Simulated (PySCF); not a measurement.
# Spin states of LiGa

Unrestricted PBE0; Li aug-cc-pVDZ, Ga aug-cc-pVDZ-PP with ECP10; scalar-relativistic core potentials (PySCF 2.14). Outer shells of the fragments: Li 2s1; Ga 3d10 4s2 4p1.

Followed along the bond (rough minima from three points):

| 2Ms+1 | unpaired | ⟨S²⟩ at the start | R at minimum (Å) | Te (eV) |
| --- | --- | --- | --- | --- |
| 1 | none | 0.00 | 2.88 | 0.00 |
| 3 | σ ↑, π ↑ | 2.00 | 2.62 | 0.09 |
| 1 | σ ↑, π ↓ | 1.01 | 2.70 | 0.36 |
| 3 | π ↑↑ | 2.00 | none in the scan | ≤ 0.87 |
| 1 | π ↑↓ | 1.01 | none in the scan | ≤ 1.07 |

Solutions found at the starting distance of 2.490 Å, counted from the lowest of them; the search is not exhaustive and high or unbound solutions are not listed, so other states can lie among these:

```csv
2Ms+1,unpaired,term,E (eV),⟨S²⟩,⟨Lz²⟩,μ (D)
3,"σ ↑, π ↑",³Π,0.00,2.00,1.00,-3.95
1,none,¹Σ⁺,0.09,0.00,0.00,-2.59
1,"σ ↑, π ↓",mixed,0.29,1.01,1.01,-3.98
3,π ↑↑,³Σ⁻,0.82,2.00,0.00,-4.37
1,π ↑↓,mixed,1.01,1.01,2.01,-4.18
3,σ ↑↑,³Σ⁺,1.07,2.00,0.00,5.13
```

A term symbol is given only where ⟨S²⟩ and ⟨Lz²⟩ are close to those of a pure state; real π, δ and φ orbitals otherwise mix terms. A positive dipole means Li(−)Ga(+).

Question: Compare the gap between the two lowest followed solutions at the starting distance with the gap between their minima.

Answer: At PBE0 the second solution (triplet, unpaired electrons σ ↑, π ↑) lies -0.09 eV from the first (singlet, closed shell) at 2.490 Å and +0.09 eV at the minima; the two curves relax by different amounts, since their minima lie near 2.62 and 2.88 Å.

Counting both spins, an empty level lies below a filled one in some of these solutions, because spin and occupation are held.
